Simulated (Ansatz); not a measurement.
Species: H$_{3}$BS$_{3}$, SMILES `SB(S)S` (charge 0, multiplicity 1).

Task: Give a relaxed geometry from PBE-D3(BJ)/def2-TZVP run with Ansatz (a quantum-chemistry and plane-wave program).

Result: Several could match; the one computed here: the end point of this relaxation, one of several conformers (outside a Z-matrix the atoms follow the SMILES, hydrogens last).
Cartesian coordinates (Å) in one orientation:
```xyz
7

S     -0.277     1.408     0.546
B      0.234    -0.182    -0.155
S     -0.746    -1.706    -0.203
S      1.887    -0.314    -0.896
H     -1.515     1.051     0.962
H     -1.848    -1.223     0.413
H      2.264     0.966    -0.667
```
